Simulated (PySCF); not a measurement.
C₆H₁₂O, SMILES CC(=O)CC(C)C (GFN2-xTB optimised geometry):

```
19

C      2.432     1.273     0.000
C      0.922     1.273     0.000
O      0.274     2.288     0.000
C      0.304    -0.109     0.015
C     -1.132    -0.133    -0.517
C     -1.796    -1.469    -0.194
C     -1.141     0.121    -2.022
H      2.780     0.980    -0.989
H      2.815     0.556     0.721
H      2.810     2.267     0.224
H      0.934    -0.800    -0.548
H      0.311    -0.435     1.060
H     -1.687     0.672    -0.026
H     -1.247    -2.288    -0.654
H     -2.815    -1.486    -0.574
H     -1.830    -1.637     0.880
H     -0.691     1.085    -2.246
H     -2.160     0.125    -2.401
H     -0.583    -0.654    -2.545
```

Computed with PBE/def2-SVP (PySCF).

**Question.** What are the frontier orbital energies and the dipole moment?

**Answer.** HOMO-2 -7.83 eV, HOMO-1 -7.70 eV, HOMO -5.40 eV, LUMO -1.30 eV, LUMO+1 0.73 eV; dipole moment 2.34 D.

Meta-Löwdin charges at PBE/def2-SVP: C1 -0.35, C2 0.36, O3 -0.38, C4 -0.23, C5 -0.04, C6 -0.30, C7 -0.31, H8 0.12, H9 0.12, H10 0.12, H11 0.10, H12 0.12, H13 0.10, H14 0.09, H15 0.10, H16 0.10, H17 0.10, H18 0.10, H19 0.09.
